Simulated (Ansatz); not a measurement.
Cartesian coordinates in Å:
```
C 1.400 0.982 -0.333
Ge -0.454 0.609 0.122
C -0.812 -1.322 -0.139
N -1.256 -2.194 0.634
F -0.488 -1.717 -1.388
H 1.608 2.047 -0.228
H 1.591 0.685 -1.364
H 2.069 0.425 0.324
H -1.425 1.392 -0.776
H -0.765 0.891 1.603
H -1.467 -1.796 1.545
```

Total charge 0; spin multiplicity 1.

(1) List the r2SCAN/def2-TZVPP orbital energies in eV (the Gaussian-basis code of Ansatz). (Best estimate.)

## Answers

(1) Ansatz gave: Occupied: -10834.49, -1349.60, -1199.65, -1199.64, -1199.63, -666.73, -385.27, -276.21, -273.32, -167.78, -117.50, -117.47, -117.44, -32.43, -30.79, -30.77, -30.75, -30.70, -30.70, -24.05, -18.64, -16.16, -14.60, -12.94, -11.92, -11.55, -10.82, -10.56, -9.40, -8.77, -8.58, -7.96, -6.82. Lowest empty: -1.31, 0.36, 0.67, 1.01, 1.54, 1.94, 2.57, 2.79.
